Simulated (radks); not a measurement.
Excited configurations of the aluminium ion Al2+: one electron is placed in a higher orbital outside [Ne]. The ground configuration is [Ne] 3s1. Calculated with a radial shooting solver on a logarithmic mesh with Libxc functionals: scalar-relativistic Kohn-Sham, LDA (Slater exchange, Perdew-Wang correlation), spin-polarised, spherical densities, point nucleus; open shells are filled with parallel spins first. Excitation = E - E(ground); binding = E(ion) - E, where the ion is the core of charge +3; n* = 3/sqrt(2 binding) in atomic units, and the quantum defect is n - n*.

| outer orbital | excitation (eV) | binding (eV) | n* | <r> (bohr) |
|---|---|---|---|---|
| 3p | 6.612 | 22.258 | 2.346 | 2.504 |
| 5p | 22.180 | 6.690 | 4.278 | 9.056 |
| 6p | 24.403 | 4.466 | 5.236 | 13.77 |
| 6d | 25.124 | 3.746 | 5.717 | 15.82 |
| 7p | 25.674 | 3.195 | 6.190 | 19.46 |
| 7d | 26.111 | 2.758 | 6.663 | 21.95 |
| 7f | 26.226 | 2.644 | 6.806 | 21.92 |

The Delta-SCF ionisation energy is 28.870 eV (NIST Atomic Spectra Database: 28.448 eV, measured). Self-interaction in the functional shifts the binding energies and quantum defects, so they are the method's values and not measured ones.
